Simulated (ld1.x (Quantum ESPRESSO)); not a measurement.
## Varying the TM potential for cadmium (Cd)

Base potential:

```
Element                 : Cd
Generator               : ld1.x (Quantum ESPRESSO) 7.5
Type                    : norm-conserving Troullier–Martins (Kleinman–Bylander form)
Functional              : PBEsol
Relativity              : fully relativistic
Frozen core             : [Ar] 3d10 4s2
Valence charge          : 18
Reference configuration : 4p6 4d10 5s1.5 5p0 (charge +0.5)
Partial waves           : 5s (bound): rc 2.50 bohr; 4p (bound): rc 1.40 bohr; 4d (bound): rc 1.05 bohr
Local potential         : the d channel
Core correction         : Bessel-smoothed model core inside 0.95 bohr
```

Open shells are filled in proportion to 2j + 1 (rel_dist='average').

All-electron outer shells of the reference configuration (PBEsol, scalar-relativistic, ld1.x):

```tsv
shell	level (eV)	outermost node (bohr)	outermost maximum (bohr)
4s	-110.06	0.43	0.79
4p	-71.15	0.43	0.84
4d	-15.96	0.42	0.98
5s	-9.27	1.06	2.29
5p	-4.06	1.19	3.02
```

Cutoffs, loose and tight: the cutoffs (Ry, on a coarse ladder) from which the occupation-weighted sum of valence levels, in a spherical-Bessel basis at the reference potential, stays within 10 and 1 mRy of its value at 400 Ry. They do not see the model core or the augmentation charge, which bear on the density cutoff. Test errors are all-electron minus pseudo excitation energies from the reference, over the configurations 4p6 4d10 5s2 5p0; 4p6 4d10 5s1 5p0; 4p6 4d10 5s0 5p0; 4p6 4d9 5s0 5p0; 4p6 4d8 5s0 5p0; 4p6 4d10 5s0 5p1; 4p6 4d9 5s2 5p1. A dash means not determined; rows that change the core or the reference have their own tests. The largest error is taken over the tests solved by every variant that gives reliable tests at all: 4p6 4d10 5s0 5p0; 4p6 4d10 5s0 5p1; 4p6 4d10 5s1 5p0; 4p6 4d10 5s2 5p0; 4p6 4d8 5s0 5p0; 4p6 4d9 5s0 5p0.

A true bound ghost makes a file unfit for plane-wave use even where its test errors are small: the radial tests pick states by their node count and pass the ghost by. Where a test does run into it, the solver fails or the error is huge.

| change | outcome | cutoff, loose | cutoff, tight | bound ghosts | largest test error (meV) |
| --- | --- | --- | --- | --- | --- |
| base | generated, misses its reference levels by 0.43 eV | 90 Ry | 120 Ry | s | +64 |
| all radii but the core radius scaled by about 0.79 (s 1.98, p 1.10, d 0.82 bohr) | generated, misses its reference levels by 0.43 eV | 260 Ry | over 300 Ry | s | +108 |
| functional PBE | generated, misses its reference levels by 0.42 eV | 90 Ry | 120 Ry | s | +63 |
| reference 4p6 4d10 5s2 5p0 | generated, misses its reference levels by 0.42 eV | 90 Ry | 120 Ry | s | -44 |
| wave 4d (bound): rc 1.05 bohr becomes 4d (bound): rc 0.92 bohr | generated, misses its reference levels by 0.43 eV | 160 Ry | 300 Ry | s | +71 |
| scalar-relativistic | generated | 90 Ry | 120 Ry | s | +49 |
| wave 4p (bound): rc 1.40 bohr becomes 4p (bound): rc 0.96 bohr | generated, misses its reference levels by 0.43 eV | 160 Ry | 230 Ry | s | +60 |
